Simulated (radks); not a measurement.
The numbers below are computed, except where a source is named.
Re2+, configuration [Xe] 4f14 5d5. Code: a radial shooting solver on a logarithmic mesh with Libxc functionals. Model: scalar-relativistic Kohn-Sham, Slater X-alpha with alpha = 0.602, spin-polarised, spherical densities, finite nucleus; open shells are filled with parallel spins first (spin-orbit coupling, left out, can overturn this in heavy ions); Fermi nuclear charge, rms radius 5.3698 fm.

Radial electron density D(r) = 4 pi r^2 rho(r):

r (bohr)  D(r) (e/bohr)  spin D(r)
0.001198          10.71  -0.000148
0.001598          16.33  -0.000224
0.002132          24.40  -0.000332
0.002866          35.84  -0.000482
0.003823          50.22  -0.000669
0.005099          67.09  -0.000886
0.006855          84.65   -0.00113
0.009143          97.86   -0.00137
0.01219           102.8   -0.00169
0.01627           98.45   -0.00223
0.02187           91.52   -0.00284
0.02917           96.17   -0.00121
0.0389            117.7     0.0111
0.0523            137.6     0.0543
0.06976           128.7      0.143
0.09304           107.9      0.246
0.1251            116.4      0.244
0.1668            124.9     0.0631
0.2225            88.35    -0.0360
0.2992            65.90      0.273
0.399             78.13      0.485
0.5322            61.20     0.0767
0.7155            30.78      0.124
0.9543            18.62       1.60
1.273             12.09       3.11
1.711             5.711       2.99
2.283             2.129       1.71
3.044            0.6092      0.581
4.093           0.09833     0.0978
5.459          0.007256    0.00725

D(r) has 4 maxima, at r = 0.0122, 0.0558, 0.155, 0.409 bohr, and minima at 0.0235, 0.1000, 0.290 bohr, inside which lie 1.90, 11.03, 29.91 electrons.
